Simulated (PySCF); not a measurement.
## Argon: a sound run and one with changed settings

Sound run: Ar⁺ [Ne] 3s2 3p5, Ar²⁺ [Ne] 3s2 3p4. Computed with PySCF 2.14 in cc-pV(T+d)Z (5s4p3d1f, 39 functions), with no relativity, point nucleus. In the sound run the correlated levels freeze [Ne]. The sound run starts from symmetry-adapted Hartree-Fock orbitals and uses a fine grid where one is needed.

Changed run: scalar relativity by spin-free X2C-1e. This setting is unsound on purpose.

```csv
species,method,sound run (hartree),changed run (hartree),converged
Ar⁺,UHF,-526.27765,-527.86225,yes
Ar⁺,LDA,-525.34532,-526.92690,yes
Ar⁺,PBE0,-526.80348,-528.38671,yes
Ar⁺,MP2,-526.44384,-528.02847,yes
Ar⁺,CCSD(T),-526.47435,-528.05887,yes
Ar²⁺,UHF,-525.30838,-526.89328,yes
Ar²⁺,LDA,-524.32277,-525.90474,yes
Ar²⁺,PBE0,-525.78861,-527.37221,yes
Ar²⁺,MP2,-525.43900,-527.02389,yes
Ar²⁺,CCSD(T),-525.46962,-527.05436,yes
```

Ionisation energy of Ar⁺:

```csv
method,sound run (eV),changed run (eV)
UHF,26.375,26.367
LDA,27.825,27.814
PBE0,27.616,27.606
MP2,27.343,27.336
SCS-MP2,27.338,27.331
CCSD,27.308,27.301
CCSD(T),27.340,27.334
```

Most of the change in total energy is the relativistic energy itself. On top of that the contraction fixes the core shape for the Hamiltonian it was made with, so the changed run is not a good calculation with the other Hamiltonian either.

For comparison, NIST gives 27.630 eV between the lowest levels.
